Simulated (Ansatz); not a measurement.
A short molecular-dynamics run on ClH$_{2}$NbO$_{3}$, SMILES `[O]=[Nb]([OH])([OH])[Cl]`.

```yaml
crystal:
  periodic: [false, false, false]
  atoms:
    - {symbol: O, position_ang: [-1.235208, -1.269978, 0.156303]}
    - {symbol: Nb, position_ang: [-0.270817, 0.114870, 0.079047]}
    - {symbol: O, position_ang: [1.156101, -0.082714, 1.296240]}
    - {symbol: O, position_ang: [0.405536, 0.274365, -1.674168]}
    - {symbol: Cl, position_ang: [-1.564671, 1.947134, 0.626341]}
    - {symbol: H, position_ang: [1.336989, -0.788316, 1.919781]}
    - {symbol: H, position_ang: [0.233469, -0.263260, -2.449244]}
basis:
  gaussian: {orbitals: def2-SVP}
magnetization: {spin_polarized: true, initial_magnetization: 0}
hamiltonian: {xc: {name: r2SCAN}, dispersion: d4}
md: {timestep: 1 fs, n_steps: 20, ensemble: nvt_langevin, temperature: 500, initial_velocities: maxwell_boltzmann, friction: 0.01, seed: 877}
```

```sh
$ ansatz run in.yaml --threads 4 --pin off --events-out ev --progress --plain --max-ram 10444MiB
```

```csv
step,time (fs),potential energy (eV),kinetic (eV),T (K),conserved (eV)
0,0.0,-20242.1411,0.3878,429,–
1,1.0,-20242.1308,0.4125,456,–
2,2.0,-20242.0816,0.4076,450,–
3,3.0,-20242.0497,0.3593,397,–
4,4.0,-20242.0643,0.3686,407,–
5,5.0,-20242.0798,0.3731,412,–
6,6.0,-20242.0382,0.3401,376,–
7,7.0,-20241.9750,0.2807,310,–
8,8.0,-20241.9901,0.3032,335,–
9,9.0,-20242.0098,0.3189,352,–
10,10.0,-20241.9598,0.2571,284,–
11,11.0,-20241.8932,0.1978,219,–
12,12.0,-20241.8894,0.2081,230,–
13,13.0,-20241.9603,0.2854,315,–
14,14.0,-20242.0055,0.3278,362,–
15,15.0,-20241.9243,0.2650,293,–
16,16.0,-20241.8805,0.2554,282,–
17,17.0,-20241.9831,0.3449,381,–
18,18.0,-20242.0017,0.3489,386,–
19,19.0,-20241.9177,0.2714,300,–
20,20.0,-20241.8607,0.2260,250,–
```

Velocities are drawn at the set temperature; a run this short doesn't reach equilibrium.

Frames (Å, forces in eV/Å):

```xyz
7
time=0.0 fs
O    -1.235   -1.270    0.156   -0.412   -0.643    0.027
Nb   -0.271    0.115    0.079    0.353    0.533   -0.025
O     1.156   -0.083    1.296    0.045    0.201   -0.121
O     0.406    0.274   -1.674    0.108    0.172    0.127
Cl   -1.565    1.947    0.626   -0.159    0.212    0.066
H     1.337   -0.788    1.920    0.110   -0.275    0.273
H     0.233   -0.263   -2.449   -0.046   -0.201   -0.346
7
time=1.0 fs
O    -1.239   -1.277    0.154   -0.182   -0.285   -0.020
Nb   -0.271    0.115    0.077    0.125    0.111    0.224
O     1.152   -0.078    1.298    0.356   -0.832    0.891
O     0.407    0.280   -1.672    0.041   -0.120   -0.393
Cl   -1.562    1.945    0.629   -0.181    0.241    0.066
H     1.344   -0.776    1.973   -0.222    0.800   -0.793
H     0.207   -0.275   -2.439    0.064    0.085    0.026
7
time=2.0 fs
O    -1.244   -1.284    0.150    0.070    0.101   -0.066
Nb   -0.271    0.116    0.074   -0.128   -0.334    0.454
O     1.148   -0.075    1.299    0.558   -1.381    1.573
O     0.409    0.285   -1.670   -0.086   -0.496   -0.981
Cl   -1.559    1.942    0.633   -0.203    0.271    0.066
H     1.349   -0.757    2.021   -0.442    1.383   -1.524
H     0.177   -0.291   -2.430    0.230    0.456    0.477
7
time=3.0 fs
O    -1.250   -1.291    0.146    0.310    0.459   -0.107
Nb   -0.271    0.117    0.071   -0.341   -0.733    0.686
O     1.144   -0.072    1.302    0.582   -1.413    1.734
O     0.411    0.290   -1.668   -0.182   -0.730   -1.321
Cl   -1.557    1.940    0.637   -0.219    0.293    0.063
H     1.351   -0.727    2.054   -0.509    1.441   -1.749
H     0.151   -0.305   -2.416    0.358    0.683    0.695
7
time=4.0 fs
O    -1.255   -1.297    0.141    0.549    0.811   -0.143
Nb   -0.270    0.117    0.068   -0.526   -1.103    0.911
O     1.143   -0.071    1.306    0.393   -0.946    1.263
O     0.412    0.295   -1.668   -0.192   -0.739   -1.341
Cl   -1.554    1.937    0.641   -0.228    0.306    0.058
H     1.346   -0.685    2.071   -0.388    0.992   -1.356
H     0.129   -0.312   -2.396    0.392    0.679    0.609
7
time=5.0 fs
O    -1.260   -1.303    0.135    0.782    1.150   -0.171
Nb   -0.270    0.118    0.066   -0.691   -1.444    1.074
O     1.142   -0.070    1.309    0.022   -0.039    0.106
O     0.413    0.300   -1.668   -0.143   -0.586   -1.137
Cl   -1.552    1.934    0.646   -0.235    0.313    0.053
H     1.336   -0.637    2.071   -0.084    0.093   -0.265
H     0.108   -0.312   -2.374    0.348    0.512    0.340
7
time=6.0 fs
O    -1.265   -1.308    0.128    0.958    1.404   -0.189
Nb   -0.270    0.118    0.064   -0.800   -1.683    1.191
O     1.140   -0.068    1.312   -0.444    1.076   -1.531
O     0.414    0.305   -1.670   -0.008   -0.270   -0.734
Cl   -1.550    1.932    0.650   -0.240    0.317    0.048
H     1.328   -0.589    2.066    0.327   -1.021    1.319
H     0.087   -0.306   -2.351    0.207    0.177   -0.104
7
time=7.0 fs
O    -1.268   -1.312    0.120    1.064    1.558   -0.197
Nb   -0.269    0.118    0.062   -0.852   -1.815    1.243
O     1.137   -0.067    1.314   -0.721    1.676   -2.594
O     0.416    0.310   -1.672    0.189    0.127   -0.231
Cl   -1.548    1.929    0.654   -0.245    0.317    0.045
H     1.320   -0.551    2.073    0.573   -1.620    2.349
H     0.070   -0.298   -2.328   -0.007   -0.243   -0.616
7
time=8.0 fs
O    -1.269   -1.314    0.112    1.117    1.635   -0.193
Nb   -0.268    0.117    0.060   -0.875   -1.877    1.211
O     1.134   -0.063    1.316   -0.496    1.088   -1.772
O     0.419    0.315   -1.675    0.309    0.363    0.105
Cl   -1.547    1.926    0.657   -0.253    0.322    0.045
H     1.317   -0.528    2.104    0.354   -1.031    1.522
H     0.057   -0.294   -2.312   -0.154   -0.501   -0.918
7
time=9.0 fs
O    -1.270   -1.315    0.103    1.120    1.641   -0.181
Nb   -0.268    0.117    0.059   -0.864   -1.878    1.128
O     1.131   -0.059    1.317   -0.017    0.013    0.117
O     0.422    0.321   -1.678    0.210    0.223    0.047
Cl   -1.546    1.923    0.660   -0.266    0.333    0.047
H     1.319   -0.515    2.154   -0.098    0.046   -0.359
H     0.044   -0.295   -2.304   -0.085   -0.377   -0.799
7
time=10.0 fs
O    -1.269   -1.315    0.094    1.100    1.613   -0.164
Nb   -0.267    0.116    0.058   -0.828   -1.846    1.013
O     1.127   -0.055    1.319    0.362   -0.739    1.639
O     0.425    0.327   -1.681   -0.071   -0.196   -0.279
Cl   -1.545    1.921    0.663   -0.277    0.339    0.048
H     1.322   -0.505    2.202   -0.450    0.797   -1.875
H     0.030   -0.299   -2.306    0.164    0.031   -0.383
7
time=11.0 fs
O    -1.268   -1.315    0.087    1.066    1.566   -0.146
Nb   -0.266    0.115    0.058   -0.776   -1.779    0.908
O     1.124   -0.050    1.322    0.544   -1.061    2.403
O     0.429    0.332   -1.684   -0.381   -0.641   -0.628
Cl   -1.545    1.919    0.665   -0.279    0.332    0.045
H     1.322   -0.492    2.235   -0.618    1.113   -2.640
H     0.018   -0.303   -2.312    0.444    0.470    0.059
7
time=12.0 fs
O    -1.266   -1.314    0.080    1.021    1.493   -0.127
Nb   -0.265    0.114    0.058   -0.732   -1.661    0.806
O     1.120   -0.045    1.326    0.537   -1.003    2.404
O     0.432    0.336   -1.686   -0.569   -0.898   -0.790
Cl   -1.545    1.918    0.669   -0.273    0.314    0.037
H     1.313   -0.469    2.248   -0.591    1.039   -2.626
H     0.011   -0.306   -2.313    0.608    0.716    0.296
7
time=13.0 fs
O    -1.265   -1.312    0.073    0.950    1.375   -0.106
Nb   -0.265    0.113    0.058   -0.688   -1.470    0.682
O     1.115   -0.041    1.331    0.347   -0.564    1.514
O     0.434    0.340   -1.688   -0.585   -0.902   -0.686
Cl   -1.545    1.917    0.672   -0.261    0.287    0.027
H     1.298   -0.436    2.236   -0.363    0.571   -1.693
H     0.011   -0.306   -2.309    0.600    0.705    0.262
7
time=14.0 fs
O    -1.263   -1.309    0.066    0.852    1.211   -0.087
Nb   -0.264    0.111    0.058   -0.605   -1.210    0.549
O     1.110   -0.038    1.338   -0.083    0.311   -0.547
O     0.436    0.344   -1.691   -0.420   -0.617   -0.280
Cl   -1.544    1.916    0.677   -0.242    0.248    0.013
H     1.282   -0.400    2.204    0.095   -0.339    0.413
H     0.016   -0.297   -2.301    0.402    0.396   -0.062
7
time=15.0 fs
O    -1.260   -1.304    0.059    0.727    1.005   -0.070
Nb   -0.263    0.109    0.059   -0.467   -0.907    0.436
O     1.106   -0.035    1.344   -0.637    1.355   -3.210
O     0.438    0.349   -1.694   -0.092   -0.073    0.383
Cl   -1.544    1.915    0.681   -0.221    0.208   -0.001
H     1.270   -0.369    2.175    0.656   -1.415    3.097
H     0.024   -0.282   -2.292    0.035   -0.174   -0.635
7
time=16.0 fs
O    -1.257   -1.299    0.052    0.545    0.723   -0.056
Nb   -0.262    0.107    0.059   -0.286   -0.546    0.332
O     1.102   -0.030    1.350   -0.769    1.579   -3.904
O     0.440    0.353   -1.697    0.169    0.351    0.910
Cl   -1.544    1.914    0.685   -0.207    0.177   -0.013
H     1.265   -0.354    2.174    0.808   -1.665    3.813
H     0.027   -0.267   -2.287   -0.260   -0.621   -1.083
7
time=17.0 fs
O    -1.253   -1.293    0.045    0.298    0.362   -0.043
Nb   -0.261    0.105    0.059   -0.074   -0.131    0.232
O     1.097   -0.025    1.353   -0.242    0.649   -1.573
O     0.443    0.359   -1.699    0.149    0.326    0.965
Cl   -1.544    1.913    0.688   -0.203    0.156   -0.021
H     1.264   -0.355    2.212    0.332   -0.754    1.517
H     0.024   -0.257   -2.289   -0.260   -0.608   -1.078
7
time=18.0 fs
O    -1.247   -1.287    0.039    0.016   -0.039   -0.030
Nb   -0.260    0.103    0.059    0.164    0.304    0.125
O     1.093   -0.019    1.356    0.344   -0.369    1.100
O     0.447    0.363   -1.701   -0.118   -0.064    0.639
Cl   -1.544    1.912    0.692   -0.202    0.139   -0.028
H     1.263   -0.364    2.266   -0.197    0.249   -1.122
H     0.018   -0.253   -2.301   -0.007   -0.220   -0.686
7
time=19.0 fs
O    -1.241   -1.281    0.033   -0.278   -0.450   -0.018
Nb   -0.259    0.101    0.059    0.424    0.741    0.030
O     1.089   -0.014    1.360    0.665   -0.938    2.619
O     0.449    0.366   -1.703   -0.440   -0.513    0.222
Cl   -1.543    1.912    0.696   -0.200    0.119   -0.036
H     1.259   -0.371    2.310   -0.476    0.805   -2.621
H     0.011   -0.248   -2.320    0.305    0.235   -0.197
7
time=20.0 fs
O    -1.234   -1.276    0.029   -0.581   -0.872   -0.011
Nb   -0.258    0.099    0.059    0.717    1.205   -0.052
O     1.086   -0.010    1.365    0.745   -1.117    3.067
O     0.451    0.370   -1.705   -0.675   -0.809   -0.056
Cl   -1.542    1.912    0.700   -0.192    0.090   -0.048
H     1.252   -0.372    2.331   -0.540    0.968   -3.062
H     0.004   -0.239   -2.338    0.526    0.535    0.162
```

Hardware: 4 threads of an AMD EPYC 7B13 on a shared host. Wall time 65 s, peak host memory 0.29 GiB.
